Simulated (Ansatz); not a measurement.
One change: `CC(=O)OBCl` becomes `BOC(C)=O`.

Ansatz, PBE0-D4/def2-TZVP geometries, multiplicity 1. Each molecule was computed in one conformer, which needn't be the lowest.

| property | `CC(=O)OBCl` |
| --- | --- |
| HOMO–LUMO gap (PBE0/def2-TZVPP) / eV | 7.28 |
| zero-point energy (PBE0-D4/def2-TZVP) / kJ/mol | 173.5 |
| ideal-gas entropy at 298 K and 1 bar (rigid rotor, harmonic PBE0-D4/def2-TZVP) / J/(mol·K) | 354 |
| HOMO–LUMO gap (ωB97M-V/def2-TZVPP) / eV | 11.80 |
| LUMO energy (B3LYP/def2-TZVPP) / eV | -1.49 |
| HOMO energy (PBE0/def2-TZVPP) / eV | -8.54 |

Q: Give the same properties after the change, and the shifts. (An estimate is asked.)

A: Computed: 
| property | `BOC(C)=O` | shift |
| --- | --- | --- |
| HOMO–LUMO gap (PBE0/def2-TZVPP) / eV | 7.16 | -0.12 |
| zero-point energy (PBE0-D4/def2-TZVP) / kJ/mol | 191.8 | 18.3 |
| ideal-gas entropy at 298 K and 1 bar (rigid rotor, harmonic PBE0-D4/def2-TZVP) / J/(mol·K) | 318 | -36 |
| HOMO–LUMO gap (ωB97M-V/def2-TZVPP) / eV | 11.61 | -0.19 |
| LUMO energy (B3LYP/def2-TZVPP) / eV | -1.49 | 0.00 |
| HOMO energy (PBE0/def2-TZVPP) / eV | -8.39 | 0.15 |

B3LYP here is the variant with VWN-RPA as its local correlation; programs differ in this.
